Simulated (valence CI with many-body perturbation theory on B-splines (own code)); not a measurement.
# E1 line list for Tc10+

Level of theory: valence CI with perturbative core correlation (CI+MBPT): five valence electrons over a frozen Dirac-Fock core [Ar] 3d10, radial functions for each j: 9 s, 9 p, 8 d, 6 f, 3 g, 1 h, with the one-electron correlation potential Σ1 (screened to all orders), the two-electron term Σ2, the three-electron term Σ3, Breit, model QED; selected single and double excitations, second order for the rest, scaled by the run's own slope (own B-spline code, finite nucleus).

No measured spectrum was set against this ion. As an estimate, levels hold to about 250 cm⁻¹ or 0.2 % of their energy and the worst to 1 %, as in measured heavy ions of charge 2 to 7; those with d or f electrons hold less well. Among the levels kept, up to 650 cm⁻¹ of a level comes from second order outside the variational space, and about a tenth of that is noise between levels of different J, which matters for small intervals.

Lines 1 to 50 of 177 in falling wavelength, among levels below 609130 cm⁻¹, chosen from the strongest by gf and those to the six lowest levels. Wavelengths and rates use the calculated energies, so an error of 700 cm⁻¹ moves a line at 94.66 nm by 0.66 % and its rate by three times that or more. Electric multipoles are in the length gauge, E1 and E2 with the static RPA response of the core. Weak lines are less certain than strong ones. Lines between different terms over intervals too small for the method are left out, as are lines whose strength nearly cancels. The highest levels of a list are the least certain.

Names give the largest LS component (configuration and term), which can be under half, so a name can repeat, a term be missing and a line seem to break the LS rules; names also repeat where a configuration has a term twice. Letters in brackets count levels of one name in rising energy.

| λ vac (nm) | Upper | Lower | A (s⁻¹) | S (a.u.) with core polarisation | S without |
| --- | --- | --- | --- | --- | --- |
| 94.66 | 4p⁵ ²P°_3/2 | 4s²4p²4d ²P_1/2 [a] | 4.60e+06 | 7.70e-03 | 8.63e-03 |
| 80.50 | 4p⁵ ²P°_1/2 | 4s²4p²4d ⁴P_1/2 | 1.38e+07 | 7.09e-03 | 7.93e-03 |
| 79.25 | 4p⁵ ²P°_3/2 | 4s²4p²4d ²P_3/2 [a] | 4.69e+07 | 4.61e-02 | 5.15e-02 |
| 78.16 | 4s4p³4d ⁶D°_5/2 | 4s²4p²4d ⁴P_3/2 | 6.32e+06 | 8.94e-03 | 9.93e-03 |
| 75.22 | 4s4p³4d ⁶D°_7/2 | 4s²4p²4d ⁴P_5/2 | 1.27e+07 | 2.14e-02 | 2.37e-02 |
| 74.99 | 4p⁵ ²P°_1/2 | 4s²4p²4d ²P_1/2 [a] | 2.35e+07 | 9.78e-03 | 1.09e-02 |
| 65.38 | 4p⁵ ²P°_3/2 | 4s²4p²4d ⁴D_3/2 | 1.17e+07 | 6.48e-03 | 7.24e-03 |
| 64.98 | 4p⁵ ²P°_1/2 | 4s²4p²4d ²P_3/2 [a] | 2.68e+07 | 7.25e-03 | 8.11e-03 |
| 60.88 | 4s4p⁴ ⁴P_5/2 | 4s²4p³ ²P°_3/2 | 5.69e+06 | 3.80e-03 | 4.21e-03 |
| 59.98 | 4s4p³4d ⁶D°_3/2 | 4s²4p²4d ⁴D_5/2 | 8.45e+06 | 3.60e-03 | 3.98e-03 |
| 59.74 | 4s4p³4d ⁶D°_5/2 | 4s²4p²4d ⁴D_5/2 | 8.10e+06 | 5.12e-03 | 5.68e-03 |
| 57.70 | 4s4p³4d ⁶D°_7/2 | 4s²4p²4d ⁴F_9/2 | 5.27e+06 | 4.00e-03 | 4.40e-03 |
| 57.00 | 4s4p³4d ⁶D°_9/2 | 4s²4p²4d ⁴F_9/2 | 4.88e+07 | 4.46e-02 | 4.96e-02 |
| 56.94 | 4s4p³4d ⁶D°_1/2 | 4s²4p²4d ⁴D_3/2 | 2.53e+07 | 4.60e-03 | 5.10e-03 |
| 56.74 | 4s4p³4d ⁶D°_3/2 | 4s²4p²4d ⁴D_3/2 | 2.46e+07 | 8.88e-03 | 9.85e-03 |
| 56.64 | 4s4p³4d ⁶D°_5/2 | 4s²4p²4d ²F_7/2 [a] | 7.97e+06 | 4.29e-03 | 4.76e-03 |
| 56.42 | 4s4p³4d ⁶D°_1/2 | 4s²4p²4d ⁴D_1/2 | 2.82e+07 | 4.99e-03 | 5.53e-03 |
| 56.33 | 4s4p³4d ⁶D°_7/2 | 4s²4p²4d ²F_7/2 [a] | 9.07e+06 | 6.40e-03 | 7.08e-03 |
| 55.86 | 4p⁵ ²P°_3/2 | 4s²4p²4d ⁴F_3/2 | 1.58e+07 | 5.43e-03 | 6.05e-03 |
| 55.67 | 4s4p³4d ⁶D°_9/2 | 4s²4p²4d ²F_7/2 [a] | 8.44e+06 | 7.19e-03 | 8.00e-03 |
| 54.93 | 4s4p⁴ ⁴P_3/2 | 4s²4p³ ²P°_3/2 | 6.02e+07 | 1.97e-02 | 2.19e-02 |
| 54.86 | 4p⁵ ²P°_1/2 | 4s²4p²4d ⁴D_1/2 | 5.77e+07 | 9.41e-03 | 1.05e-02 |
| 54.60 | 4s4p³4d ⁶D°_3/2 | 4s²4p²4d ²F_5/2 [a] | 9.90e+06 | 3.18e-03 | 3.52e-03 |
| 54.40 | 4s4p³4d ⁶D°_5/2 | 4s²4p²4d ²F_5/2 [a] | 1.44e+07 | 6.87e-03 | 7.63e-03 |
| 54.33 | 4s4p³4d ⁶D°_7/2 | 4s²4p²4d ⁴F_7/2 | 3.88e+07 | 2.46e-02 | 2.73e-02 |
| 53.72 | 4s4p³4d ⁶D°_9/2 | 4s²4p²4d ⁴F_7/2 | 3.04e+07 | 2.33e-02 | 2.59e-02 |
| 53.47 | 4s4p⁴ ⁴P_1/2 | 4s²4p³ ²P°_3/2 | 1.87e+07 | 2.83e-03 | 3.10e-03 |
| 53.25 | 4p⁵ ²P°_3/2 | 4s4p⁴ ²P_1/2 | 9.49e+07 | 2.83e-02 | 3.13e-02 |
| 51.18 | 4s4p³4d ⁶D°_5/2 | 4s²4p²4d ⁴F_5/2 | 1.81e+07 | 7.18e-03 | 7.94e-03 |
| 50.93 | 4s4p³4d ⁶D°_7/2 | 4s²4p²4d ⁴F_5/2 | 1.68e+07 | 8.78e-03 | 9.80e-03 |
| 49.75 | 4s4p⁴ ⁴P_3/2 | 4s²4p³ ²P°_1/2 | 1.77e+06 | 4.30e-04 | 4.82e-04 |
| 48.96 | 4s4p⁴ ⁴P_5/2 | 4s²4p³ ²D°_5/2 | 1.40e+08 | 4.85e-02 | 5.38e-02 |
| 48.55 | 4s4p⁴ ⁴P_1/2 | 4s²4p³ ²P°_1/2 | 1.39e+08 | 1.57e-02 | 1.73e-02 |
| 47.52 | 4s4p³4d ⁶D°_1/2 | 4s4p⁴ ²P_1/2 | 2.99e+07 | 3.17e-03 | 3.52e-03 |
| 46.63 | 4s4p⁴ ⁴P_5/2 | 4s²4p³ ²D°_3/2 | 2.60e+08 | 7.81e-02 | 8.65e-02 |
| 46.48 | 4p⁵ ²P°_3/2 | 4s4p⁴ ²P_3/2 | 2.93e+09 | 5.81e-01 | 6.45e-01 |
| 46.41 | 4p⁵ ²P°_1/2 | 4s4p⁴ ²P_1/2 | 2.82e+09 | 2.78e-01 | 3.10e-01 |
| 45.45 | 4p⁵ ²P°_3/2 | 4s4p⁴ ²S_1/2 | 9.97e+08 | 1.85e-01 | 2.06e-01 |
| 45.34 | 4s4p⁴ ²D_3/2 | 4s²4p³ ²P°_3/2 | 5.19e+07 | 9.54e-03 | 1.05e-02 |
| 45.04 | 4s4p⁴ ⁴P_3/2 | 4s²4p³ ²D°_5/2 | 5.99e+07 | 1.08e-02 | 1.19e-02 |
| 44.09 | 4s4p⁴ ²D_5/2 | 4s²4p³ ²P°_3/2 | 9.70e+08 | 2.46e-01 | 2.74e-01 |
| 43.07 | 4s4p⁴ ⁴P_3/2 | 4s²4p³ ²D°_3/2 | 2.80e+06 | 4.41e-04 | 4.97e-04 |
| 42.16 | 4s4p⁴ ⁴P_1/2 | 4s²4p³ ²D°_3/2 | 9.44e+07 | 6.98e-03 | 7.75e-03 |
| 41.75 | 4s4p⁴ ²D_3/2 | 4s²4p³ ²P°_1/2 | 3.44e+08 | 4.94e-02 | 5.48e-02 |
| 41.18 | 4p⁵ ²P°_1/2 | 4s4p⁴ ²P_3/2 | 3.67e+09 | 2.53e-01 | 2.81e-01 |
| 41.01 | 4s4p⁴ ⁴P_5/2 | 4s²4p³ ⁴S°_3/2 | 2.09e+09 | 4.27e-01 | 4.72e-01 |
| 40.36 | 4p⁵ ²P°_1/2 | 4s4p⁴ ²S_1/2 | 5.69e+08 | 3.69e-02 | 4.08e-02 |
| 39.33 | 4p⁵ ²P°_3/2 | 4s4p⁴ ²D_5/2 | 5.49e+09 | 6.59e-01 | 7.31e-01 |
| 38.39 | 4p⁵ ²P°_3/2 | 4s4p⁴ ²D_3/2 | 1.96e+09 | 2.19e-01 | 2.43e-01 |
| 38.38 | 4s4p⁴ ²D_3/2 | 4s²4p³ ²D°_5/2 | 3.77e+07 | 4.21e-03 | 4.64e-03 |
